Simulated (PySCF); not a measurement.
**Correlation energy of In (indium, neutral)**

[Kr] 4d10 5s2 5p1, 2P determinant. Calculation: PySCF 2.14, in def2-SVP with the def2 core potential (28 electrons) (4s4p2d, 26 functions); scalar relativity through the core potential. Frozen: 4s2 4p6 4d10; 3 electrons correlated.

MP2 pair energies summed by pair of shells (mhartree):

```csv
pair,energy,share (%)
5s-5s,-15.69,61.7
5s-5p,-9.74,38.3
```

Total MP2 correlation energy: -25.42 mhartree.

Same-spin part -1.84 and opposite-spin part -23.59 mhartree; SCS-MP2 scales them by 1/3 and 6/5 to -28.92 mhartree.

```json
{"level": "CCSD", "correlation energy (mhartree)": "-37.87"}
{"level": "(T)", "correlation energy (mhartree)": "-0.41"}
{"level": "CCSD(T)", "correlation energy (mhartree)": "-38.28"}
```

Diagnostics: T1 = 0.0096, D1 = 0.0229, largest double amplitude 0.091.

Is a single reference adequate?

Mostly. T1 lies below 0.03, but a double amplitude of this size points to a near-degeneracy that CCSD handles and MP2 describes poorly.
